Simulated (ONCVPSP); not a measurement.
**Ranking ONCV potentials for C**

All share these settings but for the change named:

```
Element                 : C
Generator               : ONCVPSP 4.0.1
Type                    : optimised norm-conserving Vanderbilt (ONCV)
Functional              : LDA (Perdew-Zunger)
Relativity              : scalar-relativistic
Frozen core             : [He]
Valence charge          : 4
Reference configuration : 2s2 2p1 (charge +1)
Partial waves           : 2s: rc 1.05 bohr, ncon 4, nbas 7, qcut 6.9 1/bohr, 1 projector; 2p: rc 2.00 bohr, ncon 5, nbas 8, qcut 6.2 1/bohr, 3 projectors, debl 2.6 Ha
Local potential         : polynomial inside 0.90 bohr (lpopt 5, dvloc0 3 Ha)
Core correction         : Teter function, fcfact 5.25, rcfact 1.6
```

Cutoff: the first of the cutoffs (Ha) at which the residual kinetic energy of the hardest occupied pseudo-wave falls to 1 and 0.1 mHa per electron; the density cutoff is not measured.

The base gives 21 Ha.

Of 10 variants that were run, those that failed, showed a ghost or another fault, or gave nearly equal values are left out.

A variant can come out equal or close to the base.

Task: Rank these variants from softest to hardest (loose cutoff).
A. s: rc 0.82; local potential polynomial inside 0.82 bohr (lpopt 5, dvloc0 3 Ha)
B. s: rc 1.44
C. s: rc 1.2

Result: B (17 Ha), C (19 Ha), A (117 Ha).
